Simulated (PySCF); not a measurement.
System: F2Ge, singlet: symmetric bend, bond length relaxed. Scanned: F-Ge-F angle. Other coordinates (Ge-F bond length) were minimised at PBE0/def2-TZVP.

Computed with CCSD(T) on RHF/cc-pVTZ, 11 core orbitals frozen run with PySCF.

Scanned values (°): 180, 170, 160, 150, 140, 130, 120, 110, 100, 90, 80.

Question: Locate the minima and the barriers on this grid.

Answer: Lower than their neighbours: 100° (0.0 kJ/mol). Higher than their neighbours: 180° (187.4 kJ/mol, end of the scan), 80° (35.6 kJ/mol, end of the scan). The whole profile spans 187.4 kJ/mol.
